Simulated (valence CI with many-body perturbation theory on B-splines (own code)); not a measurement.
Level structure of Pm11+

Calculated by relativistic CI+MBPT: four valence electrons over a frozen Dirac-Fock core [Kr] 4d10, radial functions for each j: 7 s, 7 p, 7 d, 7 f, 4 g, 2 h, with the one-electron correlation potential Σ1, the two-electron term Σ2, the three-electron term Σ3, Breit, model QED; selected CI, second order for the rest, scaled by the run's own slope (own B-spline code, finite nucleus).

No measured spectrum was set against this ion. As an estimate, terms of the open shell hold to a few per cent of their energy, and close levels can change places; configurations with another count of f electrons can be misplaced by thousands of cm⁻¹.

Levels 136 to 180 of 203, with energies above the lowest level, 4f²5s² ³H_4. "Leading %" is the weight of the configuration and term that name the level; weights of strongly mixed levels are sums over their largest components and can fall short. In the jj column 3d3/2^4 stands for four electrons in 3d with j = 3/2. Lifetimes count E1, E2, E3, M1 and M2 decay at the calculated energies, and are blank where another channel may lead or the interval is too uncertain; long ones can be off by a factor of two.

```
No.  Configuration  Term  J  E (eV)  Leading %  Lifetime                   Leading jj      g
136        4f²5s5p   ³F°  3  23.798         28   1.54 ns  4f5/2 4f7/2 5s 5p1/2 (55 %)  1.125
137        4f²5s5p   ⁵S°  2  23.870         42   3.33 ns  4f5/2 4f7/2 5s 5p1/2 (40 %)  1.616
138          4f³5s   ¹F°  3  23.971         82   12.9 ns      4f5/2 4f7/2^2 5s (38 %)  1.022
139        4f²5s5p   ³I°  5  24.006         73   3.13 ns  4f5/2 4f7/2 5s 5p1/2 (62 %)  0.883
140        4f²5s5p   ³I°  7  24.120         62   3.18 ns  4f5/2 4f7/2 5s 5p1/2 (62 %)  1.100
141        4f²5s5p   ³D°  1  24.127         45   1.69 ns      4f7/2^2 5s 5p1/2 (38 %)  1.056
142        4f²5s5p   ¹S°  0  24.363         68   3.96 ns  4f5/2 4f7/2 5s 5p1/2 (60 %)       
143        4f²5s5p   ⁵H°  5  24.554         35   11.2 ns  4f5/2 4f7/2 5s 5p3/2 (41 %)  1.123
144        4f²5s5p   ⁵H°  6  24.621         46   47.4 ns  4f5/2 4f7/2 5s 5p3/2 (61 %)  1.187
145          4f³5s   ³G°  5  24.648         84   49.3 ns      4f5/2 4f7/2^2 5s (54 %)  1.186
146        4f²5s5p   ⁵G°  4  24.667         28   4.89 ns      4f5/2^2 5s 5p3/2 (73 %)  0.993
147          4f³5s   ³G°  4  24.718         90   71.8 ns      4f5/2 4f7/2^2 5s (54 %)  1.046
148        4f²5s5p   ⁵D°  3  24.722         25   1.57 ns      4f7/2^2 5s 5p1/2 (55 %)  1.213
149         5s²5p²    ³P  2  24.729         50    147 μs      5s^2 5p1/2 5p3/2 (93 %)  1.256
150          4f³5s   ³G°  3  24.826         81   7.35 ns      4f5/2 4f7/2^2 5s (44 %)  0.825
151        4f²5s5p   ³D°  1  24.883         61   3.82 ns  4f5/2 4f7/2 5s 5p1/2 (30 %)  0.560
152        4f²5s5p   ⁵I°  7  24.915         62    142 ns  4f5/2 4f7/2 5s 5p3/2 (59 %)  1.217
153        4f²5s5p   ³D°  2  24.965         39   4.36 ns  4f5/2 4f7/2 5s 5p1/2 (33 %)  1.125
154        4f²5s5p   ⁵G°  3  25.127         56   2.69 ns      4f5/2^2 5s 5p3/2 (76 %)  0.867
155        4f²5s5p   ³K°  6  25.343         44   1.10 ns  4f5/2 4f7/2 5s 5p1/2 (58 %)  1.005
156        4f²5s5p   ⁵I°  8  25.432         99   1.40 ms      4f7/2^2 5s 5p3/2 (82 %)  1.249
157        4f²5s5p   ⁵G°  2  25.527         89   18.6 ns      4f5/2^2 5s 5p3/2 (82 %)  0.395
158          4f³5s   ¹G°  4  25.632         96    107 ns      4f5/2 4f7/2^2 5s (57 %)  1.003
159        4f²5s5p   ⁵G°  6  25.662         51   2.19 ns  4f5/2 4f7/2 5s 5p3/2 (60 %)  1.209
160        4f²5s5p   ³H°  5  25.758         21   2.86 ns  4f5/2 4f7/2 5s 5p3/2 (75 %)  1.112
161        4f²5s5p   ⁵F°  4  25.799         36   5.74 ns  4f5/2 4f7/2 5s 5p3/2 (88 %)  1.152
162        4f²5s5p   ⁵F°  3  26.019         44   3.66 ns  4f5/2 4f7/2 5s 5p3/2 (51 %)  1.261
163        4f²5s5p   ⁵D°  0  26.045         91   26.1 ns      4f5/2^2 5s 5p3/2 (65 %)       
164        4f²5s5p   ⁵G°  4  26.059         39   14.0 ns  4f5/2 4f7/2 5s 5p3/2 (69 %)  1.157
165        4f²5s5p   ⁵D°  2  26.119         50   3.37 ns      4f5/2^2 5s 5p3/2 (48 %)  1.225
166        4f²5s5p   ⁵P°  1  26.122         32   1.30 ns  4f5/2 4f7/2 5s 5p1/2 (45 %)  1.898
167        4f²5s5p   ⁵D°  1  26.135         78   4.12 ns      4f5/2^2 5s 5p3/2 (41 %)  1.386
168        4f²5s5p   ⁵G°  5  26.235         35   27.5 ns  4f5/2 4f7/2 5s 5p3/2 (74 %)  1.182
169        4f²5s5p   ⁵G°  6  26.494         44   37.0 ns      4f7/2^2 5s 5p3/2 (59 %)  1.205
170        4f²5s5p   ³G°  5  26.498         46   8.66 ns      4f7/2^2 5s 5p3/2 (61 %)  1.165
171        4f²5s5p   ³G°  3  26.649         47   1.26 ns  4f5/2 4f7/2 5s 5p3/2 (81 %)  0.861
172        4f²5s5p   ³G°  4  26.664         47   3.14 ns  4f5/2 4f7/2 5s 5p3/2 (62 %)  1.100
173        4f²5s5p   ³H°  6  26.834         53   4.76 ns      4f5/2^2 5s 5p3/2 (45 %)  1.129
174        4f²5s5p   ³P°  0  26.874         91   41.1 ns      4f7/2^2 5s 5p3/2 (42 %)       
175        4f²5s5p   ³G°  5  26.926         52   4.90 ns      4f7/2^2 5s 5p3/2 (57 %)  1.151
176        4f²5s5p   ³I°  7  27.034         88   16.7 ns  4f5/2 4f7/2 5s 5p3/2 (52 %)  1.152
177        4f²5s5p   ³F°  2  27.109         43   3.38 ns  4f5/2 4f7/2 5s 5p3/2 (77 %)  0.969
178        4f²5s5p   ³F°  3  27.113         45   3.31 ns  4f5/2 4f7/2 5s 5p3/2 (78 %)  1.064
179        4f²5s5p   ³F°  4  27.298         43   1.37 ns      4f7/2^2 5s 5p3/2 (51 %)  1.167
180        4f5s5p²   ⁵G°  2  27.427         43   2.07 ns      4f5/2 5s 5p1/2^2 (51 %)  0.581
```

Names give the largest LS component (configuration and term), which can be under half, so a name can repeat, a term be missing and a line seem to break the LS rules; names also repeat where a configuration has a term twice.

Where two levels of one J and parity lie close, their mixing, g and order are uncertain.
